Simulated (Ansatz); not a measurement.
Results of the Gaussian-basis code of Ansatz.

`C[O][GeH]([F])[AlH2]`. The species carries charge 0 and has multiplicity 1. The geometry is a stationary point of PBE0-D4/def2-TZVP. It is one conformer, not always the lowest.

```xyz
11

C    -0.769   -0.323   -1.933
O    -0.009    0.261   -0.896
Ge   -0.071   -0.419    0.744
F    -1.721   -0.194    1.307
Al    1.493    1.049    2.023
H    -0.616   -1.409   -1.990
H    -0.449    0.119   -2.879
H    -1.839   -0.131   -1.801
H     0.029   -1.961    0.618
H     2.986    0.569    2.247
H     0.967    2.440    2.560
```

(1) What is the dipole moment at B3LYP/def2-TZVPP? (An estimate is asked.)

(2) And with PBE, r2SCAN, ωB97M-V? (Best estimate.)

(3) Give the Mulliken charges with B3LYP, PBE, r2SCAN in def2-TZVPP. (Estimate.)

## Answers

(1) The calculation gave: 1.92 D, with components (1.85, -0.50, 0.05) D in this frame, pointing from negative to positive charge.

(2) The calculation gave: PBE 1.76 D, r2SCAN 1.84 D, ωB97M-V 1.95 D.

(3) The calculation gave: 
```tsv
atom	B3LYP	PBE	r2SCAN
C1	-0.13	-0.14	0.01
O2	-0.44	-0.37	-0.43
Ge3	0.51	0.44	0.44
F4	-0.41	-0.36	-0.40
Al5	0.44	0.39	0.56
H6	0.09	0.09	0.05
H7	0.10	0.10	0.06
H8	0.11	0.11	0.07
H9	-0.04	-0.04	-0.04
H10	-0.13	-0.11	-0.16
H11	-0.12	-0.10	-0.15
```

B3LYP here is the variant with VWN-RPA as its local correlation; programs differ in this.
